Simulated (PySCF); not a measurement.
Species: C6H11N.
Atom-mapped SMILES: `[NH2:1][C@H:2]1[CH2:3][C@@H:4]2[CH2:5][C@@H:6]2[CH2:7]1` (hydrogens: H8, H9 on N1; H10 on C2; H11, H12 on C3; H13 on C4; H14, H15 on C5; H16 on C6; H17, H18 on C7)

Structure optimised with GFN2-xTB, isolated species.

(1) List the bond lengths, angles and torsions at this level.

## Answers

(1) 
| bond | length (Å) | order |
| --- | --- | --- |
| N1–C2 | 1.455 | single |
| C2–C3, C2–C7 | 1.540 | single |
| C3–C4, C6–C7 | 1.511 | single |
| C4–C5, C5–C6 | 1.500 | single |
| C4–C6 | 1.499 | single |
| N1–H8, N1–H9 | 1.015 | single |
| C2–H10 | 1.104 | single |
| C3–H11, C7–H18 | 1.091 | single |
| C3–H12, C7–H17 | 1.091 | single |
| C4–H13, C6–H16 | 1.080 | single |
| C5–H14 | 1.080 | single |
| C5–H15 | 1.079 | single |

Bonds in one row agree within 0.01 Å and their mean is given. Orders are formal, as drawn. A selection of angles:
| angle | degrees |
| --- | --- |
| C2–N1–H8 | 110.3 |
| H8–N1–H9 | 107.7 |
| N1–C2–C3 | 110.4 |
| N1–C2–H10 | 111.9 |
| C3–C2–C7 | 105.4 |
| C3–C2–H10 | 109.3 |
| C2–C3–C4 | 105.5 |
| C2–C3–H11 | 108.6 |
| C2–C3–H12 | 111.7 |
| C4–C3–H11 | 109.8 |
| C4–C3–H12 | 112.6 |
| H11–C3–H12 | 108.6 |
| C3–C4–C5 | 116.9 |
| C3–C4–C6 | 108.4 |
| C3–C4–H13 | 117.5 |
| C5–C4–C6 | 60.0 |
| C5–C4–H13 | 119.1 |
| C6–C4–H13 | 122.2 |
| C4–C5–C6 | 59.9 |
| C4–C5–H14 | 117.6 |
| C4–C5–H15 | 119.1 |
| H14–C5–H15 | 113.6 |

Torsions: N1–C2–C3–C4 144° (anticlinal); C2–C3–C4–C5 49° (synclinal); C3–C4–C5–C6 -97° (anticlinal); C4–C5–C6–C7 97° (anticlinal); C5–C6–C7–C2 -49° (synclinal); N1–C2–C7–C6 -144° (anticlinal); C3–C4–C6–C5 111° (anticlinal).

The 5-membered ring C2–C3–C4–C6–C7 has internal angles of 105.4° to 108.4°; it is puckered, 0.11 Å rms from its mean plane, widest ring torsion 25°. Of the pairs four or more bonds apart, C2···H15 is among the closest relative to their van der Waals radii: 2.72 Å, 94 % of the sum of Bondi's values. N1 (primary amine nitrogen) is pyramidal (angles 110.3°, 110.3° and 107.7°, sum 328.2°, 0.38 Å off the plane of its three neighbours). The 7 C–C bonds span 1.499 Å (C4–C6, drawn single) to 1.540 Å (C2–C3, drawn single), a spread of 0.041 Å. All internal angles of the 3-membered ring C4–C5–C6 are 60.0°.

Point group: Cs (every atom within 0.08 Å of its image). No frequency check. The numbers are those of one conformer (H–N1–C2–C3 -179° and 63°, N1–C2–C3–C4 144°, C2–C3–C4–C5 49°, C3–C4–C5–C6 -97°, C4–C5–C6–C7 97°).

All values are computed, not measured.
